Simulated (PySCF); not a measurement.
## Telling isomers of C₇H₅FO₂ apart by NMR

All values are calculated (PySCF 2.14.0 with density-fitted response routines): NMR shieldings at PBE0/pcSseg-1/GIAO, structure optimised with GFN2-xTB. Equivalent nuclei averaged, isolated molecule, a single conformation, non-relativistic Hamiltonian.

Chemical shifts δ = σref − σ; TMS for 1H (31.72 ppm) and 13C (186.93 ppm), all at this level. Splittings of carbon signals by F and P are missing where no couplings were computed. Where no couplings were computed, multiplicities follow the n + 1 count of equivalent neighbours, and m marks all less simple cases (inequivalent or close neighbours, rings, F or P nearby). Acid and N–H amide carbonyl carbons lie up to 10 ppm further downfield in solution (hydrogen bonding). Shifts are as computed. Against solution values, carbons near 30 ppm lie about +3 ppm off and those near 130 ppm about +5 ppm. Of 1211 compounds with measured shifts, 218 miss one by over three times the rms of a fit or turn the order of signals round; such compounds aren't used in these exercises. OH and NH positions are gas-phase values without hydrogen bonding to other molecules.

(1) Tabulate the signals of `O=C(O)c1ccccc1F`, `O=C(O)c1ccc(F)cc1`, `O=C(F)c1ccc(O)cc1`, `C=Cc1ccoc1C(=O)F` and their relative energies.

(2) What is the quickest way to tell O=C(O)c1ccc(F)cc1 from C=Cc1ccoc1C(=O)F?

(3) What is the quickest way to tell O=C(O)c1ccccc1F from C=Cc1ccoc1C(=O)F?

(4) What is the quickest way to tell O=C(O)c1ccc(F)cc1 from O=C(F)c1ccc(O)cc1?

## Answers

(1) 
```json
{"SMILES": "O=C(O)c1ccccc1F", "carbon types": "3×C 4×CH", "δC": "173.6, 169.6, 141.5, 141.4, 128.8, 123.0, 121.0", "δH": "8.68 (m, 1H), 7.84 (m, 1H), 7.53 (m, 1H), 7.44 (m, 1H), 6.67 (br s, 1H)", "E rel. (kcal/mol)": "4.0"}
{"SMILES": "O=C(O)c1ccc(F)cc1", "carbon types": "3×C 4×CH", "δC": "176.7, 169.9, 140.2, 128.8, 121.1", "δH": "8.60 (m, 2H), 7.44 (m, 2H), 6.34 (br s, 1H)", "E rel. (kcal/mol)": "0.0"}
{"SMILES": "O=C(F)c1ccc(O)cc1", "carbon types": "3×C 4×CH", "δC": "169.2, 165.2, 142.1, 121.3, 119.3", "δH": "8.43 (m, 2H), 7.05 (d, 2H), 4.94 (br s, 1H)", "E rel. (kcal/mol)": "2.1"}
{"SMILES": "C=Cc1ccoc1C(=O)F", "carbon types": "3×C 3×CH 1×CH2", "δC": "157.4, 153.6, 147.8, 140.7, 134.7, 128.3, 115.9", "δH": "8.01 (m, 1H), 7.61 (m, 1H), 7.13 (m, 1H), 6.31 (m, 1H), 6.04 (m, 1H)", "E rel. (kcal/mol)": "34.4"}
```

Energies are electronic energies at PBE0/pcSseg-1 on these geometries, without zero-point or thermal terms, each for the one conformer computed, which needn't be the lowest.

(2) Count the carbon signals: 5 against 7. The first has an aromatic carbon bearing fluorine (C) at 176.7 ppm, the second a terminal =CH2 carbon at 128.3 ppm. Their most deshielded carbons lie at 176.7 and 157.4 ppm. In the proton spectra the most deshielded non-exchanging signals are 8.60 (m, 2H) and 8.01 (m, 1H).

(3) Both give the same number of carbon signals, but DEPT or the intensities differ. The first has a substituted aromatic carbon (C) at 121.0 ppm, the second a terminal =CH2 carbon at 128.3 ppm. Their most deshielded carbons lie at 173.6 and 157.4 ppm. In the proton spectra the most deshielded non-exchanging signals are 8.68 (m, 1H) and 8.01 (m, 1H).

(4) Both give the same number of carbon signals, with the same numbers of each carbon type, so the positions decide. The first has an aromatic carbon bearing fluorine (C) at 176.7 ppm, the second a substituted aromatic carbon (C) at 121.3 ppm. Their most deshielded carbons lie at 176.7 and 169.2 ppm.
